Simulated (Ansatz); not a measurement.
Born–Oppenheimer molecular dynamics of H$_{10}$OSi$_{4}$ (15 atoms, charge 0, multiplicity 1). It starts from a relaxed structure.

All numbers below come from RKS PBE-D4/STO-3G (Ansatz 0.2.0).

```yaml
ensemble: NVT, Langevin thermostat
time_step: 0.5 fs
steps_asked: 500
set_temperature: 1500 K
friction: 0.02 /fs
seed: 666398
```

First frame:

```xyz
15
Properties=species:S:1:pos:R:3
Si 0.003 -0.068 0.016
O 0.137 -0.258 1.756
H -0.855 -0.318 2.050
Si 2.148 0.051 -0.697
H 2.896 -1.151 -0.362
H 2.185 0.201 -2.145
H 2.847 1.191 -0.122
Si -1.119 1.832 -0.553
H -2.502 1.797 -0.097
H -0.505 3.024 0.013
H -1.146 1.999 -2.000
Si -1.056 -1.838 -0.951
H -2.319 -2.128 -0.286
H -1.358 -1.562 -2.349
H -0.255 -3.053 -0.909
```

Task: How far do the bonds stretch over the last three quarters of this one trajectory? (Pairs bonded in most of those frames.)

Result: 
```json
{"bond": "Si1–O2", "mean (Å)": "1.785", "spread (Å)": "0.081", "shortest": "1.65", "longest": "1.93"}
{"bond": "Si1–Si4", "mean (Å)": "2.312", "spread (Å)": "0.132", "shortest": "2.13", "longest": "2.54"}
{"bond": "Si1–Si8", "mean (Å)": "2.278", "spread (Å)": "0.087", "shortest": "2.12", "longest": "2.47"}
{"bond": "Si1–Si12", "mean (Å)": "2.283", "spread (Å)": "0.072", "shortest": "2.14", "longest": "2.39"}
{"bond": "O2–H3", "mean (Å)": "1.054", "spread (Å)": "0.052", "shortest": "0.96", "longest": "1.19"}
{"bond": "Si4–H5", "mean (Å)": "1.476", "spread (Å)": "0.077", "shortest": "1.31", "longest": "1.66"}
{"bond": "Si4–H6", "mean (Å)": "1.469", "spread (Å)": "0.054", "shortest": "1.36", "longest": "1.60"}
{"bond": "Si4–H7", "mean (Å)": "1.474", "spread (Å)": "0.064", "shortest": "1.34", "longest": "1.63"}
{"bond": "Si8–H9", "mean (Å)": "1.479", "spread (Å)": "0.066", "shortest": "1.31", "longest": "1.66"}
{"bond": "Si8–H10", "mean (Å)": "1.473", "spread (Å)": "0.071", "shortest": "1.33", "longest": "1.64"}
{"bond": "Si8–H11", "mean (Å)": "1.499", "spread (Å)": "0.108", "shortest": "1.30", "longest": "1.73"}
{"bond": "Si12–H13", "mean (Å)": "1.478", "spread (Å)": "0.071", "shortest": "1.32", "longest": "1.63"}
{"bond": "Si12–H14", "mean (Å)": "1.468", "spread (Å)": "0.044", "shortest": "1.36", "longest": "1.59"}
{"bond": "Si12–H15", "mean (Å)": "1.472", "spread (Å)": "0.059", "shortest": "1.35", "longest": "1.59"}
```

Mean temperature of the second half: 1851 K. The mean temperature of the second half is 23 % above the set value. A run of 0.25 ps of so small a system gives no equilibrium averages. Limits of this set-up: minimal basis.

The run took 30 min on 1 thread of Arm Neoverse V2 (shared host), peak memory 0.11 GiB.
